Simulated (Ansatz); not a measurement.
Ansatz (an electronic-structure program) input (CCSD(T)/cc-pV(D+d)Z):
A basis named .json is the Basis Set Exchange file of that set.

Ansatz 0.2 input:
```yaml
crystal:
  periodic: [false, false, false]
  atoms:
    - {symbol: F, position_ang: [-0.15853843, 2.26705998, 0.49717588]}
    - {symbol: C, position_ang: [-0.10937111, 0.92170113, 0.19772233]}
    - {symbol: C, position_ang: [-1.28298118, 0.17459910, -0.08649802]}
    - {symbol: C, position_ang: [-1.09178183, -1.17286558, -0.37248045]}
    - {symbol: S, position_ang: [0.63494278, -1.41090592, -0.25675591]}
    - {symbol: C, position_ang: [1.06261058, 0.22932792, 0.15621461]}
    - {symbol: H, position_ang: [-2.26063325, 0.64962491, -0.07506511]}
    - {symbol: H, position_ang: [2.05753591, 0.60475448, 0.33882595]}
basis:
  gaussian:
    orbitals: cc-pV_D+d_Z.json
total_charge: -1
magnetization: {spin_polarized: false}
correlation: {method: ccsd_t, electrons: outside_noble_gas}
```

Output:

```
Functional definition: HF
integrals: 0.14 GiB planned
972 factors; integrals over basis functions are off by at most 1.2e-3 eV
0.57 GiB of device memory are held for the factors and their scratch space
mean field: 0.41 GiB planned
mean field evaluation 1: about -17671.5460 eV, gradient 3.3e1 eV
mean field evaluation 2: about -17671.7991 eV, gradient 3.3e1 eV
mean field evaluation 4: about -17675.0145 eV, gradient 4.9e0 eV
mean field evaluation 8: about -17675.1248 eV, gradient 4.7e-1 eV
mean field evaluation 16: about -17675.1276 eV, gradient 2.2e-6 eV
mean field -17675.12758158 eV, -649.5489579913 hartree, gradient 2.2e-6 eV, S^2 0.000000; 0 other end points of the search recorded, 0 dependent functions left out
10 core orbitals not correlated
reference -17675.12758158 eV, -649.5489579913 hartree; 16, 16 occupied and 77, 77 virtual orbitals, 972 factors
second order -22.85470045 eV of doubles, -0.00000000 eV of singles
coupled cluster: 1.76 GiB planned
cycle   1  -22.84897389 eV  change    5.7e-3 eV  update   1.3e-1
cycle   2  -23.49435706 eV  change   -6.5e-1 eV  update   3.9e-2
cycle   3  -23.65172319 eV  change   -1.6e-1 eV  update   2.1e-2
cycle   4  -23.64354668 eV  change    8.2e-3 eV  update   6.1e-3
cycle   5  -23.64187014 eV  change    1.7e-3 eV  update   3.2e-3
cycle   6  -23.64245754 eV  change   -5.9e-4 eV  update   1.1e-3
cycle   7  -23.64183277 eV  change    6.2e-4 eV  update   4.1e-4
cycle   8  -23.64173067 eV  change    1.0e-4 eV  update   1.5e-4
cycle   9  -23.64180847 eV  change   -7.8e-5 eV  update   5.3e-5
cycle  10  -23.64179700 eV  change    1.1e-5 eV  update   2.3e-5
perturbative correction -0.96694972 eV, -0.0355347468 hartree
Total energy: -17699.73632830 eV, -650.4533127529 hartree
```

It need not be the lowest isomer of its formula. Whether it binds its extra electron was not tested at this geometry.
